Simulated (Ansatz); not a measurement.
CH$_{5}$BClNSi, SMILES `Cl[SiH2]C1BN1`, relaxed with RKS PBE-D4/def2-SVP in Ansatz 0.2.0 from a rough embedded geometry. The force threshold is 0.03 eV/Å; the program also tests the step.

The species carries charge 0 and has multiplicity 1.

Start:

```xyz
10

Cl    1.774    1.900   -1.140
Si    0.602    1.117    0.352
C     0.386   -0.693   -0.012
B    -0.877   -1.060   -0.878
N    -0.763   -1.321    0.620
H    -0.711    1.814    0.402
H     1.256    1.262    1.668
H     1.206   -1.413   -0.063
H    -1.449   -0.992   -1.990
H    -1.424   -0.614    1.041
```

```csv
step,energy (eV),largest force (eV/Å),largest move (Å)
1,-23662.3365,3.357,0.000
2,-23662.7976,1.767,0.185
3,-23662.9742,1.118,0.103
4,-23663.0370,0.758,0.111
5,-23663.0936,0.575,0.084
6,-23663.1366,1.224,0.195
7,-23663.1828,0.960,0.200
8,-23663.1864,0.430,0.200
9,-23663.2266,0.104,0.085
10,-23663.2284,0.151,0.033
11,-23663.2302,0.044,0.019
12,-23663.2306,0.027,0.009
```

End:

```xyz
10

Cl    1.986    1.924   -1.135
Si    0.694    1.206    0.343
C     0.287   -0.590   -0.014
B    -0.943   -0.998   -0.936
N    -1.043   -1.128    0.407
H    -0.576    2.012    0.322
H     1.392    1.416    1.661
H     1.139   -1.302    0.047
H    -1.485   -1.155   -1.996
H    -1.453   -1.385    1.302
```

Run time 8.5 s (4 threads of an Intel Xeon 6975P-C on a shared host); peak host memory 0.2 GiB.
